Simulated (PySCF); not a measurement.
ZnFI, SMILES [Zn]([F])[I]. Heavy atoms are numbered as in [Zn:1]([F:2])[I:3].

Coordinates come from a B3LYP-D3(BJ)/def2-TZVP optimisation. The def2 effective core potentials stand for the cores of I; spin–orbit coupling is left out.

Level of theory: r2SCAN/def2-TZVPD in PySCF.

Mulliken values depend strongly on the basis, most of all with diffuse functions as here. ESP charges are fitted to the potential on shells at 1.4 to 2.0 van der Waals radii. Atomic charges (e), one atom of each kind:

```tsv
atom	ESP fit	Mulliken
Zn1	___	0.51
F2	___	-0.53
I3	___	0.02
```

Question: Some entries are withheld; supply them. (The exact figures need the calculation; the answer reports its results.)

Answer: 
- Zn1, ESP fit: 0.70
- F2, ESP fit: -0.45
- I3, ESP fit: -0.25
